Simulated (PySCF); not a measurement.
# Solvent effects on NMR parameters

Geometry:
```tsv
atom	x (Å)	y (Å)	z (Å)
C1	-2.283	1.085	0.969
C2	-1.938	0.014	-0.060
C3	-2.914	-1.155	0.028
C4	-0.495	-0.479	0.072
C5	0.572	0.583	-0.151
C6	2.005	0.052	-0.231
C7	2.972	1.170	-0.606
C8	2.444	-0.632	1.060
H9	-2.146	0.699	1.994
H10	-1.653	1.980	0.863
H11	-3.332	1.405	0.873
H12	-2.042	0.465	-1.065
H13	-3.954	-0.824	-0.114
H14	-2.697	-1.920	-0.734
H15	-2.852	-1.643	1.015
H16	-0.375	-0.937	1.071
H17	-0.337	-1.298	-0.653
H18	0.528	1.343	0.650
H19	0.345	1.122	-1.089
H20	2.032	-0.704	-1.039
H21	2.685	1.649	-1.555
H22	2.985	1.952	0.171
H23	4.001	0.794	-0.716
H24	1.817	-1.503	1.302
H25	2.387	0.068	1.911
H26	3.485	-0.983	0.989
```

GIAO PBE0/pcSseg-1 in PySCF 2.14 on one PBE0-D3(BJ)/def2-SVP conformer, non-relativistic, equivalent nuclei averaged. Solvents enter as an IEF-PCM continuum (tetrahydrofuran with ε = 7.4, water with ε = 78.4) around the gas-phase geometry. Shifts are referred to TMS computed in the same medium.

Gas phase, δ in ppm: C4/C5 40.1, C2/C6 31.7, C1/C3/C7/C8 24.3, H12/H20 1.24, H16/H17/H18/H19 0.97, H9/H10/H11/H13/H14/H15/H21/H22/H23/H24/H25/H26 0.90. Dipole moment 0.13 D.

(1) How does each δ change in the continuum?

(2) Which nuclei move most (in ppm), and what does the model miss?

## Answers

(1) 
```json
{"atoms": "C4/C5", "environment": "sp3 CH2", "Δδ, tetrahydrofuran": "+0.6", "Δδ, water": "+0.7"}
{"atoms": "C2/C6", "environment": "sp3 CH", "Δδ, tetrahydrofuran": "+0.7", "Δδ, water": "+0.8"}
{"atoms": "C1/C3/C7/C8", "environment": "methyl carbon", "Δδ, tetrahydrofuran": "+0.2", "Δδ, water": "+0.3"}
{"atoms": "H12/H20", "environment": "hydrogen on an sp3 CH", "Δδ, tetrahydrofuran": "0.00", "Δδ, water": "+0.01"}
{"atoms": "H16/H17/H18/H19", "environment": "hydrogen on an sp3 CH2", "Δδ, tetrahydrofuran": "+0.01", "Δδ, water": "+0.01"}
{"atoms": "H9/H10/H11/H13/H14/H15/H21/H22/H23/H24/H25/H26", "environment": "hydrogen on a methyl carbon", "Δδ, tetrahydrofuran": "-0.01", "Δδ, water": "-0.01"}
```

Changes are relative to the gas phase. The dipole moment becomes 0.15 D in tetrahydrofuran, 0.15 D in water.

(2) C2/C6 (sp3 CH, +0.8 ppm) in water. A continuum only polarises the solute; specific hydrogen bonds, the anisotropy of aromatic solvents and changes of geometry or conformer are outside it.
